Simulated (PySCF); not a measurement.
**Re⁶²⁺: ionisation energy**

Re⁶²⁺ [Ne] 3s2 3p1 (2P) → Re⁶³⁺ [Ne] 3s2 (1S), as a difference of total energies. Calculation: PySCF 2.14, in an uncontracted even-tempered set (17 s from 17 bohr⁻², ratio 2.5; 12 p from 22 bohr⁻², ratio 2.5; 4 d from 84 bohr⁻², ratio 2.7; 4 f from 130 bohr⁻², ratio 2.7); the spin-free X2C one-electron Hamiltonian (Gaussian nucleus). Correlated levels: outer shells: 1s2 frozen; virtual orbitals above 40 to 60 times the deepest correlated orbital energy dropped. The calculations carry no spin-orbit coupling.

| method | ionisation energy (eV) |
| --- | --- |
| UHF | 6686.6 |
| MP2 (outer shells) | 6687.2 |
| SCS-MP2 (outer shells) | 6687.1 |
| CCSD (outer shells) | 6687.2 |
| CCSD(T) (outer shells) | 6687.2 |

A first-order spin-orbit estimate (lowest level to lowest level, LS coupling) adds 238.6 eV.

Breit and QED terms and the two-electron picture change are absent.

First order in ζ underestimates the shift of j = l − 1/2 levels at high Z.

For comparison: 6952 ± 15 eV (theoretical estimate listed by NIST; NIST Atomic Spectra Database, ionization energies).
